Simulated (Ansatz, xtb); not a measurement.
# Relative energy of two structures of GaH3PSi

We compare I, `P[SiH][Ga]`, a doublet, with II, a doublet given by its coordinates. Both are isolated molecules in the gas phase, relaxed with PBE-D3(BJ)/def2-SVP; the shapes shown needn't be the lowest conformers.

I (Å):

| atom | x (Å) | y (Å) | z (Å) |
| --- | --- | --- | --- |
| Ga | -0.4825 | 1.9205 | 0.2966 |
| P | 0.7695 | -0.8679 | 0.2915 |
| Si | -1.2107 | -0.1606 | 1.3914 |
| H | 1.0930 | 0.0583 | -0.7748 |
| H | -1.8427 | 0.0917 | -0.0406 |
| H | 1.7655 | -0.3518 | 1.1936 |

II (Å):

```yaml
atoms:
  - { symbol: Ga, position_ang: [1.1835, 1.4992, 3.0894] }
  - { symbol: P, position_ang: [2.1758, 1.3949, 0.6454] }
  - { symbol: Si, position_ang: [0.1751, 0.4879, 0.5842] }
  - { symbol: H, position_ang: [0.1457, -1.0110, 0.4803] }
  - { symbol: H, position_ang: [-0.9743, 1.1348, -0.1389] }
  - { symbol: H, position_ang: [1.6078, 2.7215, 0.5139] }
```

Close contacts (Å): Ga1–P2 2.64, Ga1–Si3 2.88, P2–Si3 2.20, P2–H6 1.45, Si3–H4 1.50, Si3–H5 1.50.

Energies in hartree; the thermal terms are from PBE-D3(BJ)/def2-SVP harmonic frequencies (ideal gas, rigid rotor, one conformer each, 298.15 K, 1 atm) and include the zero-point energy:

|  | I | II |
| --- | --- | --- |
| E, CCSD(T)/def2-SVP | −2554.622608 | −2554.637250 |
| E, MP2/def2-SVP | −2554.568049 | −2554.585921 |
| E, MP2/def2-TZVPP | −2555.107538 | −2555.124758 |
| zero-point energy | 0.023887 | 0.023975 |
| H(298 K) − E | 0.030712 | 0.030765 |
| G(298 K) − E | −0.007395 | −0.007113 |

Correct the CCSD(T) difference for the basis set by the MP2 change, then work out ΔE, ΔE₀, ΔH and ΔG for I → II in kcal/mol (1 Eh = 627.51 kcal/mol) and the equilibrium ratio [II]/[I].

1. Differences II − I: CCSD(T) −0.014642, MP2 in the small set −0.017872, MP2 in the large set −0.017220 Eh.
2. ΔE = −0.014642 + (−0.017220 − (−0.017872)) = −0.013990 Eh = −8.78 kcal/mol.
3. ΔE₀ = ΔE + ΔZPE = −0.013990 + (+0.000088) Eh = −8.72 kcal/mol.
4. ΔH = ΔE + (+0.000053) Eh = −8.75 kcal/mol.
5. ΔG = ΔE + (+0.000282) Eh = −8.60 kcal/mol, so ΔS = (ΔH − ΔG)/T = −2.0 J/(mol K).
6. kT = 0.9442 mEh, so K = [II]/[I] = exp(−ΔG/kT) = exp(+14.52) ≈ 2.0 × 10^6.

Structure II is favoured at this temperature. An error of 1 kcal/mol in ΔG would change K by a factor of 5.4. Mirror images and further conformers aren't counted.

Other levels gave ΔE = −7.1 (PBE-D3(BJ)/def2-SVP); −13.1 (HF/def2-SVP); −11.2 (MP2/def2-SVP); −9.2 (CCSD(T)/def2-SVP) kcal/mol. Open shells are spin-unrestricted. The correlated steps freeze 19 core orbitals; the filled d shell of Ga is correlated, in a basis made for valence electrons. Programs: Ansatz 0.2.0.
